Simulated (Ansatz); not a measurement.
The cluster SiSn2⁻. Charge -1, multiplicity 2. Geometry r2SCAN-D4/def2-TZVPD; atoms count from 1.

```xyz
3

Si    0.0035   -1.3266   -0.2405
Sn   -0.1946    0.3991    1.5676
Sn    0.1911    0.9275   -1.3271
```

In the def2 sets Sn takes a core potential; there is no spin–orbit coupling. The structure comes from a short search, and lower isomers may exist.

Q: Estimate the Mulliken populations from the PBE0/def2-TZVPD orbitals of Ansatz.

A: 
```tsv
atom	charge (e)	spin (α − β)
Si1	-0.56	0.15
Sn2	-0.22	0.42
Sn3	-0.22	0.43
```
Mulliken values depend strongly on the basis. With diffuse functions, as here, like atoms can get unlike values, and bond orders can come out too low or too high.

Q: Where does the spin sit?

A: Summed by element: Si 0.15, Sn 0.85, of 1 unpaired in all. Largest on single atoms: Sn3 0.43, Sn2 0.42, Si1 0.15.

Q: And the Mayer bond orders between heavy atoms (over 0.3)?

A: Si1–Sn2 1.43 (2.51 Å); Si1–Sn3 1.43 (2.51 Å); Sn2–Sn3 1.10 (2.97 Å).
